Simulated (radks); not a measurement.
Q: These are the eigenvalues of the occupied orbitals of an atom or ion with whole-number occupations (eV). Calculated with a radial shooting solver on a logarithmic mesh with Libxc functionals: scalar-relativistic Kohn-Sham, PBE, spin-polarised, spherical densities, point nucleus.

orbital  eigenvalue
1s up     -10250.52
1s down   -10250.46
2s up     -1282.512
2s down   -1282.499
2p up     -1119.060
2p down   -1119.037
3s up     -168.4621
3s down   -168.3879
3p up     -119.2122
3p down   -119.1100
3d up      -39.4499
3d down    -39.1939
4s up      -26.6944

Which element is it, and in what charge state? The configuration may be excited. Open shells, if any, are filled with parallel spins first.

A: Z = 31, gallium, charge +2: Ga2+ in [Ar] 3d10 4s1. The list shows which subshells hold electrons but not how many an open one holds; the 1s level, -376.7 hartree, gives Z - s = 27.4 by -(Z - s)^2/2, which with screening and relativity narrows Z to a few neighbours, and the depths of the outer levels then fix element, charge and occupations together.
